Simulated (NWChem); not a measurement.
A series in which one site is exchanged, each optimised at PBE0/def2-SVP with NWChem, gas phase unless a solvent is named. Some are not confirmed as minima by frequencies. def2 effective core potentials on I; no spin-orbit coupling.

A: [GeH3][Zn][I] (ZnGeH3I; site = Zn)
B: [GeH3][Be][I] (BeGeH3I; site = Be)
C: [GeH3][Se]I (GeH₃SeI; site = Se)
D: [I][Mg][GeH3] (MgGeH3I; site = Mg)

Q: Rank them by static polarisability, PBE/def2-SVPD (bohr³), lowest first.

A: B (93.1), C (101.3), A (107.7), D (112.9)
